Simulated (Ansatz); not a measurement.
Compare A (`CC1[SiH2]C[SiH2]1`) with its isomer B (`C[Si]1([SiH3])CC1`).

Program: Ansatz. Geometries: PBE0-D4/def2-TZVP. ΔE: electronic, gas phase. CCSD(T)/CBS adds triple-zeta CCSD(T) − MP2 to the extrapolated MP2 energy (def2 sets, frozen cores). DFT in def2-TZVPP. B3LYP here is the variant with VWN-RPA as its local correlation; programs differ in this.

A:

```xyz
15

C     1.4936   -0.1902    1.4447
C     0.7981    0.0332    0.1125
Si   -0.4172   -1.2254   -0.6230
C    -1.4821    0.1679   -1.3322
Si   -0.5950    1.3033   -0.1067
H     2.1889   -1.0338    1.4055
H     2.0670    0.6872    1.7579
H     0.7698   -0.4033    2.2356
H     1.5310    0.2465   -0.6788
H     0.1353   -2.2155   -1.5907
H    -1.1355   -1.9654    0.4524
H    -2.5650    0.0785   -1.2683
H    -1.2056    0.3983   -2.3646
H    -1.3764    1.4619    1.1520
H    -0.2069    2.6567   -0.5963
```

B:

Z-matrix (Å, degrees):
```
C
Si 1 1.869
H 1 1.092 2 111.2
H 1 1.092 2 111.2 3 120.6
H 1 1.092 2 109.7 3 -119.7
Si 2 2.319 1 118.9 3 -60.5
C 2 1.857 1 118.4 3 147.5
C 2 1.857 1 118.4 3 91.4
H 6 1.489 2 111.9 1 60.5
H 6 1.489 2 111.8 1 -60.4
H 6 1.488 2 108.2 1 -180.0
H 7 1.085 2 120.0 1 148.1
H 7 1.086 2 118.4 1 3.5
H 8 1.085 2 120.0 1 -148.1
H 8 1.086 2 118.4 1 -3.5
```

(1) Which is lower in electronic energy at CCSD(T)/CBS, and by how much? (Estimate.)

(2) Give E(B) − E(A) in kcal/mol with CCSD(T)/def2-SVP, LDA (SPW92), PBE-D4, CCSD(T)/def2-TZVPP, BLYP-D4, ωB97M-V, B3LYP-D4. (An estimate is asked.)

(3) Does the order hold for the free energy at 298.15 K (harmonic terms from PBE0-D4)? (Estimate.)

Largest T1 diagnostic: 0.011.

Results:

(1) The calculation gave: A, by 18.3 kcal/mol.

(2) Computed: CCSD(T)/def2-SVP 17.6, LDA (SPW92) 16.0, PBE-D4 14.2, CCSD(T)/def2-TZVPP 17.6, BLYP-D4 15.0, ωB97M-V 18.9, B3LYP-D4 16.5. None reverses the order clearly.

(3) Computed: Yes: G(B) − G(A) = +17.3 kcal/mol.

Leaving LDA and LC-ωPBE aside and taking each functional with its dispersion term where it has one, the values, not all of them listed here, spread over 4.9 kcal/mol, from PBE-D4 to BHLYP-D4. LDA lies +2.7 kcal/mol from PBE without D4. The D4 term adds +1.4 kcal/mol with B3LYP and +0.7 kcal/mol with PBE0; it sums over pairs of atoms, weighted by their polarisabilities, and B3LYP, whose exchange is more repulsive, gets the larger term.
